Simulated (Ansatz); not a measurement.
Reaction (cleavage of the Si–B bond): `NB[SiH2][SeH]` + `P[SeH]` → `P[Se][SiH2][SeH]` + `BN`

Calculated with Ansatz (gas phase, PBE0-D4/def2-TZVP geometries, no zero-point term in ΔE). CBS: MP2 limit from def2 TZ/QZ plus the TZ coupled-cluster correction, frozen cores. This one scheme is used for every species. DFT in def2-TZVPP. B3LYP here is the variant with VWN-RPA as its local correlation; programs differ in this. For Se outer-core shells are correlated without core-valence functions, which leaves a few kJ/mol of doubt a bond. Scalar relativity is left out up to krypton. One conformer a species, not always the lowest.

`NB[SiH2][SeH]`:

```xyz
10

N     1.290   -0.972    0.845
B     0.829    0.276    0.459
Si   -1.119    0.558    0.041
Se   -1.364    0.943   -2.211
H     2.261   -1.166    1.031
H     0.693   -1.773    0.973
H     1.624    1.164    0.343
H    -1.694    1.786    0.652
H    -1.972   -0.597    0.455
H    -0.547   -0.219   -2.588
```

`P[SeH]`:

Cartesian coordinates in Å:
```
P -0.238 -0.774 -0.286
Se 0.159 1.335 0.431
H 0.417 -1.438 0.784
H 0.893 -0.874 -1.137
H -1.231 1.751 0.208
```

`P[Se][SiH2][SeH]`:

```xyz
9

P    -1.584   -1.577   -0.381
Se   -1.168    0.562    0.263
Si    1.082    0.218    0.356
Se    2.122    2.218    0.643
H    -2.622   -1.830    0.552
H    -2.488   -1.260   -1.428
H     1.517   -0.468   -0.884
H     1.474   -0.582    1.542
H     1.667    2.718   -0.662
```

`BN`:

```xyz
6

B    -0.315   -0.161    0.584
N     0.324    0.166   -0.601
H    -0.881   -1.212    0.668
H    -0.284    0.617    1.494
H     0.818    1.031   -0.740
H     0.338   -0.439   -1.404
```

```json
{"level": "B3LYP-D4", "ΔE (eV)": "-0.82"}
{"level": "CCSD(T)/def2-TZVPP", "ΔE (eV)": "-0.80"}
```

(1) What does CCSD(T)/CBS give? (Best estimate.)

Largest T1 diagnostic among the species: 0.012.

Answers

(1) Ansatz gave: -0.85 eV. The listed levels differ from it by 0.03, 0.05 eV.

The D4 term adds −0.07 eV with B3LYP and −0.04 eV with PBE0; it sums over pairs of atoms, weighted by their polarisabilities, and B3LYP, whose exchange is more repulsive, gets the larger term. From PBE to PBE0 (25 % exact exchange), in def2-TZVPP and without D4, ΔE moves by −0.04 eV.
